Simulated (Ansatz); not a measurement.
Two members of one family (Series GeHMe2X), computed with Ansatz in the gas phase. The two geometries come from different levels. Binding counts from free atoms in the multiplicity of their measured ground term, without zero-point energy. A dash marks a value that wasn't run or was left out as unsound. The structures are stationary points that may keep the symmetry of their start. Remarks come from the PBE and PBE0 runs and from stability tests at other levels; not every state was tested. HOMO above LUMO (over both spins in singlets and doublets, within one spin in higher multiplets; at PBE or PBE0), or a gap under 0.15 eV within one spin, warns that the state may not be the lowest or that an electron is smeared out.

First: GeHMe2Br (singlet, charge 0, B3LYP-D4/def2-SVP geometry).

Cartesian coordinates in Å:
```
Ge 0.131 -0.362 0.587
H 0.821 -0.144 1.950
C 1.397 -0.221 -0.900
H 2.216 -0.943 -0.774
H 1.818 0.797 -0.937
H 0.882 -0.430 -1.850
C -1.427 0.802 0.362
H -2.139 0.651 1.186
H -1.931 0.572 -0.588
H -1.107 1.856 0.353
Br -0.661 -2.577 0.611
```

```tsv
level	HOMO (eV)	LUMO (eV)	gap (eV)	vertical IE (eV)	binding per atom (eV)
PBE-D4/def2-SVP	-6.40	-0.68	5.73	–	3.59
BLYP-D4/def2-TZVP	-6.44	-0.87	5.57	–	3.51
r2SCAN-D4/def2-TZVP	-6.93	-0.66	6.26	9.80	3.56
PBE0-D4/def2-TZVP	-7.87	-0.02	7.84	9.94	3.55
LC-ωPBE/def2-TZVP	-10.57	2.19	12.76	–	3.52
```

Remarks: gap within one spin near zero at PBE or PBE0 (+1 doublet).

Second: GeHMe2Cl (singlet, charge 0, PBE0-D4/def2-SVP geometry).

Cartesian coordinates in Å:
```
Ge 0.610 -0.335 -0.083
H 1.449 -0.907 -1.242
C -1.094 -1.247 0.099
H -1.648 -0.838 0.955
H -0.936 -2.323 0.261
H -1.695 -1.110 -0.813
C 0.421 1.595 -0.209
H 1.409 2.075 -0.241
H -0.129 1.973 0.664
H -0.134 1.860 -1.123
Cl 1.747 -0.744 1.732
```

Problem. What does the change do? Estimate second minus first.

Solution. 
```csv
level,Δ HOMO (eV),Δ LUMO (eV),Δ gap (eV),Δ vertical IE (eV),Δ binding per atom (eV)
PBE-D4/def2-SVP,-0.31,0.56,0.87,–,0.04
BLYP-D4/def2-TZVP,-0.35,0.52,0.86,–,0.04
r2SCAN-D4/def2-TZVP,-0.34,0.55,0.89,0.32,0.04
PBE0-D4/def2-TZVP,-0.41,0.54,0.96,0.37,0.04
LC-ωPBE/def2-TZVP,-0.46,0.59,1.05,–,0.05
```

Remarks: gap within one spin near zero at PBE or PBE0 (+1 doublet).
